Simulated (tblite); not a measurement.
Torsional barriers computed with GFN2-xTB (tblite), climbing-image nudged elastic band, gas phase; electronic energies of the top image counted from the start geometry. The bands met a force threshold of 0.05 eV/Å; their tops weren't refined or checked by frequencies and can lie a kcal/mol or more above the method's true saddle points. Atom numbers follow the mapped SMILES.

Problem. Rank the forward barriers of these bands, lowest first.
A. `[OH:1][CH2:2][C@:3]12[CH:4]=[CH:5][C@H:6]1[CH:7]=[CH:8]2`: O1–C2–C3–C4 from -73° to 51°
B. `[CH2:1]=[C:2]([CH3:3])[C:4]1=[CH:5][C:6](=[O:7])[CH2:8]1`: C3–C2–C4–C8 from 180° to 0°
C. `[CH2:1]=[CH:2][CH2:3][c:4]1[cH:5][cH:6][o:7][cH:8]1`: C8–C4–C3–C2 from 102° to -105°
D. `[O:1]=[C:2]1[CH:3]=[CH:4][C@@H:5]([CH2:6][SiH3:7])[CH2:8]1`: Si7–C6–C5–C8 from 69° to 180°

Solution. C (1.3 kcal/mol), A (2.0 kcal/mol), D (3.0 kcal/mol), B (5.4 kcal/mol).

| SMILES | ends of the turned bond | barrier (kcal/mol) | end above start (kcal/mol) | dihedral at top (°) | bond at start (Å) | bond at top (Å) | Eyring rate at 298 K (s⁻¹) |
| --- | --- | --- | --- | --- | --- | --- | --- |
| C=CCc1ccoc1 | substituted aromatic carbon / benzylic-type carbon | 1.3 | 0.1 | -163 | 1.494 | 1.499 | 7 × 10^11 |
| OC[C@]12C=C[C@H]1C=C2 | carbinol carbon (C–OH) / sp3 carbon at a ring junction | 2.0 | -0.5 | -12 | 1.515 | 1.525 | 2 × 10^11 |
| O=C1C=C[C@@H](C[SiH3])C1 | sp3 carbon bound to silicon / allylic carbon | 3.0 | 0.2 | 124 | 1.533 | 1.544 | 4 × 10^10 |
| C=C(C)C1=CC(=O)C1 | fully substituted alkene carbon / fully substituted alkene carbon | 5.4 | 0.8 | -92 | 1.438 | 1.463 | 7 × 10^8 |

Rates take the electronic barrier for the free energy of activation. GFN2-xTB barriers can miss by several kcal/mol, and conformer orders can be wrong, so the ranking may change at better levels.
